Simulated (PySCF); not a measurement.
SMILES Nc1c(cccc1)[SiH3] (GFN2-xTB optimised geometry):

```
17

N     -1.734    -1.663     0.073
C     -1.024    -0.482     0.000
C     -1.719     0.729    -0.002
C     -1.042     1.931    -0.001
C      0.343     1.945    -0.001
C      1.032     0.747     0.000
C      0.380    -0.482     0.000
Si     1.376    -2.078     0.008
H     -1.260    -2.496    -0.232
H     -2.705    -1.612    -0.190
H     -2.801     0.713    -0.003
H     -1.596     2.859    -0.003
H      0.879     2.883    -0.002
H      2.113     0.761    -0.002
H      1.043    -2.883    -1.181
H      2.801    -1.753    -0.024
H      1.069    -2.878     1.199
```

Method: PBE/def2-SVP run with PySCF.

Question: What are the frontier orbital energies and the dipole moment?

Answer: HOMO-2 -7.34 eV, HOMO-1 -6.13 eV, HOMO -4.86 eV, LUMO -1.06 eV, LUMO+1 -0.47 eV; dipole moment 1.74 D.

Meta-Löwdin charges at PBE/def2-SVP: N1 -0.38, C2 0.12, C3 -0.16, C4 -0.09, C5 -0.14, C6 -0.09, C7 -0.25, Si8 0.41, H9 0.22, H10 0.22, H11 0.10, H12 0.11, H13 0.10, H14 0.10, H15 -0.10, H16 -0.08, H17 -0.09.
